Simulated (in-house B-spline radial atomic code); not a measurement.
Ionising the arsenic ion As²⁰⁺ with different functionals

Computed with a B-spline radial code for spherical atoms: scalar-relativistic (spin-free X2C) Hamiltonian, Fermi nucleus of rms radius 4.0968 fm, spin-polarised at highest spin, spherical fractional occupations for the functionals. The ionisation energy is the difference of two self-consistent energies, [Ne] 3s2 3p1 → [Ne] 3s2, without Breit or QED terms; ε is the level of the shell that loses the electron (its least bound occupied spin orbital). There is no spin-orbit coupling in this Hamiltonian.

Hybrids are left out here: with spherical fractional occupations of an open shell their exact exchange keeps a self-interaction that integer-occupation calculations don't have.

| method | rung | ΔSCF (eV) | -ε(3p) (eV) |
| --- | --- | --- | --- |
| RPBE | GGA | ? | ? |
| BLYP | GGA | 815.35 | 793.59 |
| PW91 | GGA | 815.34 | 793.61 |
| revTPSS | meta-GGA | ? | ? |

(1) What does RPBE give?

(2) What does revTPSS give?

(3) Among the functionals, which spreads more, the ΔSCF values or the orbital energies?

(4) How do they compare with the NIST value?

Results:

(1) ΔSCF 814.66 eV, and -ε(3p) = 793.14 eV.

(2) ΔSCF 814.16 eV, and -ε(3p) = 792.87 eV.

(3) The ΔSCF values: ΔSCF values span about 1.19 eV and the orbital energies 0.74 eV.

(4) NIST lists 814 eV ± 4 (semi-empirical, ground level to ground level). Errors run from +0.16 to +1.35 eV; all lie within about twice that uncertainty, so the table can't rank the methods.
